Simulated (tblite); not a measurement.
Start geometry of `C#CCCN[SiH2]C(F)(F)F` from a force field or distance geometry (Å):
```
atom  x, y, z in Å
C1     3.0063    0.0233    1.8393
C2     2.6331   -0.0880    0.6979
C3     2.1983   -0.2547   -0.6625
C4     0.7215   -0.1077   -0.8623
N5    -0.1057   -1.0493   -0.1300
Si6   -1.8081   -0.6542   -0.5506
C7    -2.7440   -0.0213    0.9180
F8    -3.4748    1.1224    0.5941
F9    -1.9296    0.2389    2.0109
F10   -3.6907   -1.0113    1.2496
H11    3.3046    0.1319    2.8460
H12    2.6936    0.4951   -1.3264
H13    2.4606   -1.2662   -1.0621
H14    0.4615   -0.2270   -1.9408
H15    0.3469    0.9120   -0.5770
H16    0.1202   -2.0449   -0.3546
H17   -2.4183   -1.8452   -1.1475
H18   -1.7842    0.3879   -1.5537
```

Problem. What comes out of this run: tblite 0.8.0, GFN2-xTB geometry optimisation, gas phase?

Solution. 
```
atom  x, y, z in Å
C1     2.780   -0.294    1.731
C2     2.440   -0.472    0.597
C3     1.978   -0.648   -0.765
C4     0.908    0.396   -1.117
N5    -0.256    0.306   -0.263
Si6   -1.567   -0.737   -0.573
C7    -2.766   -0.352    0.897
F8    -3.389    0.838    0.784
F9    -2.147   -0.330    2.099
F10   -3.746   -1.272    1.004
H11    3.100   -0.157    2.720
H12    2.825   -0.548   -1.449
H13    1.554   -1.650   -0.875
H14    0.583    0.246   -2.148
H15    1.336    1.399   -1.027
H16   -0.021    0.534    0.695
H17   -1.377   -2.192   -0.521
H18   -2.245   -0.326   -1.799
```

The energy falls by 26.6 kcal/mol over 163 L-BFGS steps, the largest force on an atom goes from 3.03 to 0.009 eV/Å, and the atoms move by 0.992 Å rms after alignment. The bond that changes most is N5–Si6 (silicon-bound nitrogen to SiH2 silicon), which shortens by 0.094 Å. Bonds longer at the end by more than 0.005 Å: 4 of 17; shorter: 12. Among the angles that change most is C4–N5–Si6, from 106.2° to 123.4°. Among the dihedrals that turn most is H15–C4–N5–H16, from 177° to -56°. Rotational constants go from 2032, 521.2, 466.2 to 2059, 544.8, 489.0 MHz. The orientation of the end geometry is arbitrary; only internal coordinates are fixed.

On one thread of an Arm Neoverse N1, on a shared host, this took 2.4 s of wall time.

Its lowest GFN2-xTB frequency is 15 cm⁻¹, too small to tell a flat minimum from a shallow saddle. One conformer, not necessarily the lowest.

The numbers are calculated, not measured.
